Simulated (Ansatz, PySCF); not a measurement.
germylmethylgermane (CH₈Ge₂), SMILES [CH2]([GeH3])[GeH3].

Coordinates come from a TPSSh-D3(BJ)/def2-SVP optimisation.

Vertical ionisation energy (IE) and electron affinity (EA) in eV. Rows of orbital energies are one-electron estimates. Where ΔSCF, EOM or ADC give a negative EA the extra electron is unbound and the value depends on the basis.

```json
[
 {"level": "−ε(HOMO), −ε(LUMO), CAM-B3LYP/def2-TZVP (PySCF)", "IE": "9.77", "EA": "-1.26"},
 {"level": "−ε(HOMO), −ε(LUMO), PBE/def2-TZVP (PySCF)", "IE": "7.29", "EA": "0.37"},
 {"level": "ΔSCF, PBE0/def2-SVPD (Ansatz), final states of multiplicity 2 and 2", "IE": "10.39", "EA": "-1.26"},
 {"level": "ΔSCF, PBE/def2-SVPD (Ansatz), final states of multiplicity 2 and 2", "IE": "10.14", "EA": "-1.09"}
]
```

### Question
What vertical singlet–triplet gap does ΔSCF give with PBE0/def2-SVPD (Ansatz, an electronic-structure program) and with PBE/def2-SVPD (Ansatz)? (An estimate is asked for; the answer gives what the named calculation found.)

### Answer
7.14 and 6.76 eV (triplet above singlet where positive).
